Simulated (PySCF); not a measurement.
Correlation energy of F+ (fluorine, charge +1)

[He] 2s2 2p4, high-spin 3P determinant. Computed with PySCF 2.14 in x2c-TZVPall (5s3p2d1f, 31 functions), with the spin-free X2C one-electron Hamiltonian (Gaussian nucleus). Frozen: 1s2; 6 electrons correlated.

MP2 pair energies summed by pair of shells (mhartree):

```
 pair  energy  share (%)
2p-2p  -66.48       47.2
2s-2p  -64.69       45.9
2s-2s   -9.71        6.9
```

Total MP2 correlation energy: -140.88 mhartree.

Same-spin part -34.11 and opposite-spin part -106.77 mhartree; SCS-MP2 scales them by 1/3 and 6/5 to -139.50 mhartree.

```json
{"level": "CCSD", "correlation energy (mhartree)": "-156.64"}
{"level": "(T)", "correlation energy (mhartree)": "-1.90"}
{"level": "CCSD(T)", "correlation energy (mhartree)": "-158.54"}
```

Diagnostics: T1 = 0.0041, D1 = 0.0077, largest double amplitude 0.028.

Question: Is a single reference adequate?

Answer: Yes: T1 lies below 0.03 and no double amplitude reaches 0.07.
